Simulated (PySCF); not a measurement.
Br₂Sn, triplet, geometry from GFN2-xTB (such geometries of metal compounds can be far from the true shape) (the spin is typed, not shown lowest) (core potentials on Sn).

The PySCF input:
```python
from pyscf import gto, scf

mol = gto.M(
    atom='''
Sn   -0.025257    0.003540    1.259447
Br    0.858151    1.385749   -0.886660
Br   -0.822070   -1.390806   -0.912550
''',
    basis='def2-svp',
    ecp={'Sn': 'def2-svp'},
    charge=0,
    spin=2,
    verbose=4,
    symmetry=True,
)

mf = scf.UHF(mol)
mf.kernel()
mf.analyze()
```

Task: What does this run give for the HOMO energy, <S^2>, total energy, nuclear repulsion energy, number of basis functions, dipole moment?

Result: 
The HOMO energy comes out as -8.08 eV, the <S^2> comes out as 2.057 and the total energy is -5357.5535 Eh. The nuclear repulsion energy is 501.4263 Eh. The number of basis functions is 90. The dipole moment is 4.59 D.

These values belong to the state on which the SCF converged, which isn't shown to be the lowest.
